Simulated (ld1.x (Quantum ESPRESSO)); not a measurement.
# N (Z = 7): excitation energies, all-electron against ultrasoft

ld1.x (Quantum ESPRESSO) 7.5 input, shortened:

```
&input
   title='N', zed=7., rel=0, dft='PW91', iswitch=3,
   config='[He] 2s2 2p2'
 /
 &inputp
   pseudotype=3, tm=.true., lloc=-2, rcloc=0.95,
   nlcc=.true., new_core_ps=.true., rcore=1.00
 /
4
2S  1  0   2.00   0.00  0.95  1.05  0.0
2S  1  0   0.00   2.95  0.95  1.05  0.0
2P  2  1   2.00   0.00  0.80  1.10  0.0
2P  2  1   0.00   0.05  0.80  1.10  0.0
 &test
   configts(1)='2s2 2p2'
 /
```

Energies are relative to the spin-unpolarised reference configuration 2s2 2p2; without spin polarisation the order of configurations can differ from experiment.

**Question.** Give the all-electron excitation energy and the error of the potential for: 2s2 2p3; 2s2 2p1; 2s2 2p0; 2s1 2p4; 2s0 2p5; 2s1 2p3; 2s1 2p0.

**Answer.**

```json
{"valence configuration": "2s2 2p3", "charge": "0", "ΔE all-electron (eV)": "-13.678", "error AE − PS (meV)": "+2.7"}
{"valence configuration": "2s2 2p1", "charge": "+2", "ΔE all-electron (eV)": "28.959", "error AE − PS (meV)": "+17"}
{"valence configuration": "2s2 2p0", "charge": "+3", "ΔE all-electron (eV)": "76.151", "error AE − PS (meV)": "+166"}
{"valence configuration": "2s1 2p4", "charge": "0", "ΔE all-electron (eV)": "-2.225", "error AE − PS (meV)": "+19"}
{"valence configuration": "2s0 2p5", "charge": "0", "ΔE all-electron (eV)": "9.254", "error AE − PS (meV)": "+51"}
{"valence configuration": "2s1 2p3", "charge": "+1", "ΔE all-electron (eV)": "11.718", "error AE − PS (meV)": "+12"}
{"valence configuration": "2s1 2p0", "charge": "+4", "ΔE all-electron (eV)": "154.000", "error AE − PS (meV)": "+360"}
```

ld1.x printed “convergence not achieved” for 6 of the counted tests; their residual had stalled under 1e-8, short of the target of 1e-14.
